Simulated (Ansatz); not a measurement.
Program: Ansatz 0.2.0.

CH6NOSi (`C[N][SiH2]O`) radical at its PBE0-D4/def2-TZVP geometry, where that method's forces vanish. Charge 0, multiplicity 2.

```json
{"atom": "C1", "x (Å)": "-1.5702", "y (Å)": "-0.3779", "z (Å)": "-0.4145"}
{"atom": "N2", "x (Å)": "-0.1634", "y (Å)": "-0.5521", "z (Å)": "-0.4554"}
{"atom": "Si3", "x (Å)": "0.9498", "y (Å)": "0.4454", "z (Å)": "0.4217"}
{"atom": "O4", "x (Å)": "2.4591", "y (Å)": "0.2638", "z (Å)": "-0.1881"}
{"atom": "H5", "x (Å)": "-1.8956", "y (Å)": "0.6720", "z (Å)": "-0.4581"}
{"atom": "H6", "x (Å)": "-1.9485", "y (Å)": "-0.7673", "z (Å)": "0.5461"}
{"atom": "H7", "x (Å)": "-2.0722", "y (Å)": "-0.9455", "z (Å)": "-1.2042"}
{"atom": "H8", "x (Å)": "0.6506", "y (Å)": "1.8973", "z (Å)": "0.3198"}
{"atom": "H9", "x (Å)": "0.8601", "y (Å)": "-0.0067", "z (Å)": "1.8411"}
{"atom": "H10", "x (Å)": "2.7304", "y (Å)": "-0.6291", "z (Å)": "-0.4084"}
```

(1) For each bond, give half the difference of the two atoms' forces along it (eV/Å; positive pushes the atoms apart) under PBE-D4, r2SCAN-D4, B3LYP-D4, ωB97M-V in def2-TZVPP. (Best estimate.)

Answers

(1) The calculation gave: 
```json
{"bond": "C1–N2", "length (Å)": "1.418", "PBE-D4": "-0.03", "r2SCAN-D4": "0.13", "B3LYP-D4": "0.18", "ωB97M-V": "0.22"}
{"bond": "C1–H5", "length (Å)": "1.100", "PBE-D4": "0.15", "r2SCAN-D4": "-0.02", "B3LYP-D4": "-0.05", "ωB97M-V": "-0.09"}
{"bond": "C1–H6", "length (Å)": "1.103", "PBE-D4": "0.21", "r2SCAN-D4": "0.00", "B3LYP-D4": "-0.04", "ωB97M-V": "-0.08"}
{"bond": "C1–H7", "length (Å)": "1.094", "PBE-D4": "0.12", "r2SCAN-D4": "-0.04", "B3LYP-D4": "-0.09", "ωB97M-V": "-0.12"}
{"bond": "N2–Si3", "length (Å)": "1.733", "PBE-D4": "-0.05", "r2SCAN-D4": "-0.05", "B3LYP-D4": "0.00", "ωB97M-V": "0.01"}
{"bond": "Si3–O4", "length (Å)": "1.638", "PBE-D4": "0.31", "r2SCAN-D4": "0.03", "B3LYP-D4": "0.14", "ωB97M-V": "0.15"}
{"bond": "Si3–H8", "length (Å)": "1.486", "PBE-D4": "0.07", "r2SCAN-D4": "-0.01", "B3LYP-D4": "-0.10", "ωB97M-V": "-0.16"}
{"bond": "Si3–H9", "length (Å)": "1.492", "PBE-D4": "0.07", "r2SCAN-D4": "-0.01", "B3LYP-D4": "-0.10", "ωB97M-V": "-0.16"}
{"bond": "O4–H10", "length (Å)": "0.959", "PBE-D4": "0.34", "r2SCAN-D4": "0.02", "B3LYP-D4": "-0.01", "ωB97M-V": "-0.06"}
```

B3LYP here is the variant with VWN-RPA as its local correlation; programs differ in this.
